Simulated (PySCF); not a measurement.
## Radial density of Sb³⁺ (antimony, charge +3)

B3LYP, [Kr] 4d10 5s2, closed-shell 1S. All numbers are calculated (PySCF 2.14, a scalar-relativistic core potential, in def2-SVP with the def2 core potential (28 electrons) (4s4p2d, 26 functions)). This is the valence pseudo-density: the core potential removes the inner electrons and smooths the orbitals near the nucleus.

```csv
r (bohr),4πr²ρ (e/bohr)
0.00493,1.398e-05
0.00829,3.868e-05
0.0139,0.0001028
0.0235,0.0002456
0.0395,0.0004626
0.0664,0.0008303
0.112,0.005451
0.188,0.06982
0.316,1.179
0.531,13.64
0.894,22.35
1.50,5.556
2.53,0.9463
4.25,0.01927
```

Energies and moments cover only the electrons outside the core potential.
